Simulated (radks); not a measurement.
Task: Neutral strontium, [Kr] 5s2. All-electron calculation, non-relativistic Kohn-Sham, PBE, spin-polarised, spherical densities, point nucleus. Program: a radial shooting solver on a logarithmic mesh with Libxc functionals. Every spin shell is full or empty, so the densities are truly spherical. Functionals are evaluated on that one density, not self-consistently. Rank these exchange functionals by their error against the exact value of the orbitals, and give that value: LDA, PBE, PBEsol, revPBE, PW86, WC, SOGGA, G96, EV93, TPSS, revTPSS, SCAN, MS2, Tao-Mo, MVS.

Result: Exact: -101.876 hartree. From best to worst, with 100 (|E| - |E exact|)/|E exact| (equal figures are ties): PW86 +0.01, MVS +0.03, EV93 -0.07, TPSS -0.14, SCAN +0.23, revPBE -0.24, G96 +0.32, PBE -0.41, MS2 -0.46, Tao-Mo -0.69, revTPSS -0.83, WC -0.95, PBEsol -2.48, SOGGA -2.50, LDA -5.43.
